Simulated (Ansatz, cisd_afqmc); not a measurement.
System: Si, charge 0, triplet.

Total energies in cc-pVQZ-DK, 4 correlated electrons, 5 frozen orbitals. UHF or UKS for unpaired electrons; spin-orbit terms are left out. The -DK rows use spin-free X2C. AFQMC/CISD: phaseless, guided by CISD from CCSD amplitudes; bars are statistical, one sigma. Outlying blocks are dropped, and bars are widened where a walk drifts. Over all cases where full CI ran beside it in this data, AFQMC minus full CI had a median of +0.1 mEh and passed +0.4 mEh in a tenth of the cases. Full CI freezes restricted core orbitals and the other rows unrestricted ones, which leaves a small offset even where coupled cluster is exact.

```
method         program         energy (Eh)  error against FCI (mEh)
----------  ----------  ------------------  -----------------------
HF              Ansatz          -289.46137                    79.86
MP2             Ansatz          -289.52109                    20.14
CCSD            Ansatz          -289.53766                     3.58
CCSD(T)         Ansatz          -289.54047                     0.76
CCSDT(Q)        Ansatz          -289.54125                    -0.02
CCSDTQ          Ansatz          -289.54127                    -0.04
AFQMC/CISD  cisd_afqmc  -289.5408 ± 0.0001                0.4 ± 0.1
FCI             Ansatz          -289.54123                     0.00
```

Ansatz is a program for electronic structure.
